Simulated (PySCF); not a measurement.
TeHF, SMILES [TeH]F. Atoms are numbered in the order given.

```xyz
3

Te     0.0334     0.2760     0.0000
H     -1.6253     0.4100     0.0000
F     -0.0126    -1.6404     0.0000
```
Charge 0, spin multiplicity 1.

Geometry optimised at r2SCAN-D4/def2-TZVP. The def2 effective core potentials stand for the cores of Te; spin–orbit coupling is left out.

These are PySCF with ωB97X/def2-TZVPD values and carry that method's errors.

Symmetry labels are those of the subgroup Cs that the program uses (full group Cs).

Computed valence orbital energies around the gap with their symmetry:
```csv
orbital,symmetry,energy (eV)
HOMO−7,A',-47.48
HOMO−6,A',-34.76
HOMO−5,A',-21.12
HOMO−4,A',-15.23
HOMO−3,A',-14.53
HOMO−2,A",-14.44
HOMO−1,A',-12.15
HOMO,A",-8.92
LUMO,A',-0.50
LUMO+1,A',1.17
LUMO+2,A',1.54
LUMO+3,A",1.74
```
